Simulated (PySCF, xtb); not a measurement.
CH₃F₃Si, SMILES FC[SiH](F)F. The values are those of a single conformer.

Harmonic wavenumbers (cm⁻¹) from GFN2-xTB (xtb) at its own minimum, in rising order: 35, 140, 164, 235, 381, 599, 622, 713, 755, 868, 909, 1039, 1206, 1291, 1438, 2463, 2952, 2961.

Task: What does ωB97X-D3(BJ)/def2-SVP in PySCF give at its own minimum? (The exact figures need the calculation; the answer reports its results.)

Result: 68, 139, 205, 310, 457, 642, 731, 838, 862, 935, 998, 1113, 1251, 1342, 1460, 2329, 3057, 3117. Paired by order, the mean absolute difference is 75 cm⁻¹ and the zero-point energies are 26.8 and 28.4 kcal/mol.
